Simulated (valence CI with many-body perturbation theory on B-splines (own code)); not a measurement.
**Ho62+: electric-dipole lines**

Level of theory: configuration interaction combined with many-body perturbation theory (CI+MBPT): three valence electrons over a frozen Dirac-Fock core [He], radial functions for each j: 11 s, 11 p, 9 d, 7 f, 5 g, 2 h, 1 i, with the one-electron correlation potential Σ1 (screened to all orders), the two-electron term Σ2, the three-electron term Σ3, Breit, model QED; selected single and double excitations, second order for the rest (own B-spline code, finite nucleus).

No measured spectrum was set against this ion. As an estimate, large intervals hold to a few tenths of a per cent, small ones and those within an open d or f shell to about a per cent.

Lines 201 to 250 of 280 in falling wavelength, among levels below 10290 eV, chosen from the strongest by gf and those to the six lowest levels. Wavelengths and rates use the calculated energies. Electric multipoles are in the length gauge, E1 and E2 with the static RPA response of the core. Weak lines are less certain than strong ones. Lines between different terms over intervals too small for the method are left out, as are lines whose strength nearly cancels. The highest levels of a list are the least certain.

Levels are named by their leading jj configuration (3d3/2^4 stands for four electrons in 3d with j = 3/2), which in mixed levels can hold well under half, so a name can repeat and another be missing. Letters in brackets count levels of one name in rising energy.

```tsv
λ vac (Å)	Upper	Lower	A (s⁻¹)	S (a.u.) with core polarisation	S without
1.424	(2p1/2 2p3/2 3p1/2) J=3/2 [a]	(2s 2p1/2 2p3/2) J=5/2	1.11e+14	6.31e-04	6.30e-04
1.421	(2p1/2 2p3/2 3p1/2) J=5/2	(2s 2p1/2 2p3/2) J=5/2	2.77e+14	2.35e-03	2.35e-03
1.421	(2s 2p1/2 3p1/2) J=1/2 [b]	(2s^2 2p1/2) J=1/2	1.63e+14	4.63e-04	4.63e-04
1.420	(2p1/2 2p3/2 3d3/2) J=3/2 [a]	(2p1/2^2 2p3/2) J=3/2	1.69e+14	9.54e-04	9.55e-04
1.418	(2p1/2 2p3/2 3p1/2) J=1/2	(2s 2p1/2 2p3/2) J=3/2 [a]	4.68e+14	1.32e-03	1.32e-03
1.417	(2p1/2 2p3/2 3p1/2) J=3/2 [a]	(2s 2p1/2 2p3/2) J=3/2 [a]	3.06e+14	1.72e-03	1.72e-03
1.417	(2s 2p3/2 3d3/2) J=3/2 [a]	(2s 2p1/2 2p3/2) J=1/2	9.69e+11	5.44e-06	5.46e-06
1.415	(2s 2p1/2 3d3/2) J=3/2 [a]	(2s 2p1/2^2) J=1/2	1.19e+14	6.69e-04	6.69e-04
1.415	(2p1/2 2p3/2 3p1/2) J=5/2	(2s 2p1/2 2p3/2) J=3/2 [a]	6.13e+13	5.14e-04	5.14e-04
1.415	(2p1/2 2p3/2 3d3/2) J=5/2 [b]	(2p1/2^2 2p3/2) J=3/2	1.22e+15	1.02e-02	1.02e-02
1.415	(2s 2p3/2 3p1/2) J=1/2	(2s^2 2p3/2) J=3/2	2.69e+14	7.52e-04	7.52e-04
1.415	(2p1/2 2p3/2 3p1/2) J=3/2 [b]	(2s 2p1/2 2p3/2) J=5/2	2.76e+14	1.54e-03	1.54e-03
1.415	(2s 2p3/2 3p1/2) J=3/2 [b]	(2s^2 2p3/2) J=3/2	1.82e+14	1.02e-03	1.02e-03
1.414	(2p1/2 2p3/2 3d3/2) J=3/2 [b]	(2p1/2^2 2p3/2) J=3/2	1.10e+15	6.15e-03	6.15e-03
1.413	(2p1/2 2p3/2 3d3/2) J=1/2 [b]	(2p1/2^2 2p3/2) J=3/2	1.27e+15	3.53e-03	3.53e-03
1.409	(2p1/2 2p3/2 3p1/2) J=3/2 [b]	(2s 2p1/2 2p3/2) J=3/2 [a]	1.20e+13	6.60e-05	6.59e-05
1.408	(2s 2p1/2 3d3/2) J=3/2 [b]	(2s 2p1/2^2) J=1/2	1.19e+15	6.58e-03	6.58e-03
1.408	(2s 2p3/2 3d3/2) J=5/2 [a]	(2s 2p1/2 2p3/2) J=5/2	4.74e+14	3.92e-03	3.92e-03
1.407	(2s 2p1/2 3d3/2) J=1/2	(2s 2p1/2^2) J=1/2	1.07e+15	2.93e-03	2.94e-03
1.407	(2s 2p3/2 3d3/2) J=3/2 [a]	(2s 2p1/2 2p3/2) J=5/2	1.65e+14	9.05e-04	9.06e-04
1.407	(2s 2p3/2 3d3/2) J=3/2 [b]	(2s 2p1/2 2p3/2) J=3/2 [b]	3.17e+14	1.74e-03	1.75e-03
1.407	(2s 2p3/2 3d3/2) J=7/2	(2s 2p1/2 2p3/2) J=5/2	9.92e+14	1.09e-02	1.09e-02
1.407	(2s 2p3/2 3d3/2) J=3/2 [b]	(2s 2p1/2 2p3/2) J=1/2	3.94e+14	2.16e-03	2.17e-03
1.405	(2s 2p3/2 3d3/2) J=5/2 [b]	(2s 2p1/2 2p3/2) J=3/2 [b]	8.85e+14	7.27e-03	7.27e-03
1.403	(2s 2p3/2 3d3/2) J=1/2 [b]	(2s 2p1/2 2p3/2) J=1/2	8.41e+14	2.29e-03	2.30e-03
1.402	(2s 2p3/2 3d5/2) J=3/2 [a]	(2s 2p1/2 2p3/2) J=3/2 [b]	1.28e+14	6.97e-04	6.97e-04
1.402	(2s 2p3/2 3d3/2) J=5/2 [a]	(2s 2p1/2 2p3/2) J=3/2 [a]	4.39e+14	3.58e-03	3.59e-03
1.402	(2p1/2 2p3/2 3s) J=3/2 [a]	(2s^2 2p3/2) J=3/2	2.76e+12	1.50e-05	1.50e-05
1.402	(2s 2p3/2 3d5/2) J=3/2 [a]	(2s 2p1/2 2p3/2) J=1/2	1.49e+14	8.09e-04	8.10e-04
1.401	(2s^2 3d3/2) J=3/2	(2s^2 2p1/2) J=1/2	9.57e+14	5.20e-03	5.20e-03
1.401	(2s 2p3/2 3d3/2) J=3/2 [a]	(2s 2p1/2 2p3/2) J=3/2 [a]	7.08e+14	3.84e-03	3.85e-03
1.400	(2s 2p3/2 3d3/2) J=1/2 [a]	(2s 2p1/2 2p3/2) J=3/2 [a]	8.72e+14	2.36e-03	2.37e-03
1.400	(2p1/2 2p3/2 3s) J=1/2	(2s^2 2p3/2) J=3/2	6.91e+12	1.87e-05	1.87e-05
1.400	(2s 2p3/2 3d5/2) J=1/2	(2s 2p1/2 2p3/2) J=1/2	4.42e+13	1.20e-04	1.20e-04
1.399	(2p1/2 2p3/2 3s) J=5/2	(2s^2 2p3/2) J=3/2	1.10e+13	8.91e-05	8.90e-05
1.398	(2p1/2 2p3/2 3s) J=3/2 [b]	(2s^2 2p3/2) J=3/2	7.15e+12	3.85e-05	3.85e-05
1.398	(2p1/2^2 3s) J=1/2	(2s^2 2p1/2) J=1/2	2.65e+13	7.14e-05	7.13e-05
1.397	(2s 2p3/2 3d3/2) J=3/2 [b]	(2s 2p1/2 2p3/2) J=5/2	3.30e+12	1.77e-05	1.77e-05
1.395	(2s 2p3/2 3d5/2) J=5/2 [a]	(2s 2p1/2 2p3/2) J=5/2	1.08e+12	8.66e-06	8.67e-06
1.394	(2s 2p3/2 3d3/2) J=5/2 [b]	(2s 2p1/2 2p3/2) J=5/2	1.74e+12	1.40e-05	1.40e-05
1.394	(2s 2p3/2 3d5/2) J=7/2 [a]	(2s 2p1/2 2p3/2) J=5/2	1.50e+13	1.60e-04	1.60e-04
1.389	(2s 2p3/2 3d5/2) J=5/2 [a]	(2s 2p1/2 2p3/2) J=3/2 [a]	2.88e+12	2.29e-05	2.29e-05
1.389	(2p1/2 2p3/2 3p3/2) J=1/2 [a]	(2s 2p1/2 2p3/2) J=1/2	1.94e+14	5.14e-04	5.14e-04
1.389	(2p1/2 2p3/2 3p3/2) J=3/2 [a]	(2s 2p1/2 2p3/2) J=3/2 [b]	1.51e+14	7.99e-04	7.98e-04
1.388	(2s 2p3/2 3d3/2) J=5/2 [b]	(2s 2p1/2 2p3/2) J=3/2 [a]	7.04e+12	5.58e-05	5.59e-05
1.388	(2p1/2 2p3/2 3p3/2) J=3/2 [a]	(2s 2p1/2 2p3/2) J=1/2	9.54e+13	5.04e-04	5.03e-04
1.386	(2s 2p1/2 3p3/2) J=3/2 [a]	(2s^2 2p1/2) J=1/2	1.23e+14	6.46e-04	6.45e-04
1.385	(2s 2p3/2 3p3/2) J=3/2 [a]	(2s^2 2p3/2) J=3/2	2.39e+14	1.26e-03	1.26e-03
1.385	(2p1/2 2p3/2 3p3/2) J=3/2 [b]	(2s 2p1/2 2p3/2) J=1/2	8.78e+13	4.61e-04	4.60e-04
1.385	(2s 2p3/2 3d5/2) J=7/2 [b]	(2s 2p1/2 2p3/2) J=5/2	1.70e+13	1.78e-04	1.78e-04
```
